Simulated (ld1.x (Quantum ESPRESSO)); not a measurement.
LDA (PZ) ultrasoft dataset for In, scalar-relativistic all-electron reference.

indium, ultrasoft, made with ld1.x (Quantum ESPRESSO) 7.5 (LDA (PZ), scalar-relativistic). Core [Kr], reference 4d10 5s1.75 5p1.25. Waves: 5s (bound): rcut 1.60, rcutus 1.90 bohr; 5s channel at -0.25 Ry: rcut 1.60, rcutus 1.90 bohr; 5p (bound): rcut 2.35, rcutus 3.05 bohr; 5p channel at 4.55 Ry: rcut 2.35, rcutus 3.05 bohr; 4d (bound): rcut 1.85, rcutus 2.10 bohr; 4d channel at 0.3 Ry: rcut 1.85, rcutus 2.10 bohr. Local part: all-electron potential smoothed inside 2.25 bohr (lloc = -1). Core correction: Bessel-smoothed model core, default radius (core density twice the valence density). Augmentation charge: PSQ, radius 1.50 bohr.

All-electron outer shells of the reference configuration (LDA (PZ), scalar-relativistic, ld1.x):

```
shell  level (eV)  outermost node (bohr)  outermost maximum (bohr)
   4s     -119.90                   0.41                      0.77
   4p      -78.48                   0.42                      0.82
   4d      -19.13                   0.40                      0.94
   5s       -8.75                   1.02                      2.13
   5p       -2.89                   1.14                      2.81
```

What the tests gave:

```
Cutoffs needed                            : 25 Ry and 40 Ry (the cutoffs (Ry, on a coarse ladder) from which the occupation-weighted sum of valence levels, in a spherical-Bessel basis at the reference potential, stays within 10 and 1 mRy of its value at 400 Ry)
Ghost test                                : ghost state, extra bound levels that the all-electron valence spectrum of the same l lacks: s at -33.7 eV; a true bound ghost makes a file unfit for plane-wave use (spherical-Bessel basis up to 400 Ry, 20 bohr box)
Configuration tests                       : test run stopped at test 5 of 9 (negative rho)
Lowest eigenvalue of the overlap operator : 0.10 (d channel)
Density cutoff estimated by the generator : 184 Ry
```

Generation and tests took about 1.4 s on one core of a shared server CPU.
